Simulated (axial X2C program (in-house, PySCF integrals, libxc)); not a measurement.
# TlF⁻ with a deliberately poor setting

Computed with an in-house all-electron X2C program for linear molecules (integrals from PySCF).

Input:
```json
{"zs": [81, 9], "q": -1, "bas": ["dyall-av3z", "dyall-av3z"], "levels": ["PBE0", "HF", "r2SCAN", "M06"], "cc": false, "r0": 2.08, "npts": 10, "nst": 2, "ntry": 6, "opt": {"auxb": 3.0}}
```
```bash
python so2c.py task.json out
```

Keys: zs atomic numbers; q charge; bas basis sets; levels methods; cc coupled cluster on or off; r0 starting distance in Å; npts points on the curve; nst determinants followed; ntry starts of the search; auxb ratio of fitting exponents. HF also brings MP2.

Q: One numerical setting was spoiled on purpose. Which, and what came out?

A: Density fitting set too sparse. States: spin-free M_S = 1/2, Λ = 1; 2c Ω = 1/2. The apparent results, which are not to be taken for properties of TlF⁻:

```csv
Hamiltonian,level,points converged,Re (Å),ωe (cm⁻¹),De (eV),curve-fit residual (μEh)
spin-free,PBE0,10 of 10,2.168,380,2.06,0.18
spin-free,HF,10 of 10,2.127,402,2.07,0.097
spin-free,MP2,10 of 10,2.162,386,2.09,0.2
spin-free,r2SCAN,10 of 10,2.172,385,2.08,2
spin-free,M06,10 of 10,2.184,380,2.19,4.6
2c,PBE0,10 of 10,2.191,356,1.69,0.18
2c,HF,10 of 10,2.158,368,1.59,0.0033
2c,MP2,10 of 10,2.180,365,1.71,0.14
2c,r2SCAN,10 of 10,2.192,363,1.88,2.1
2c,M06,10 of 10,2.201,359,1.70,4.7
```
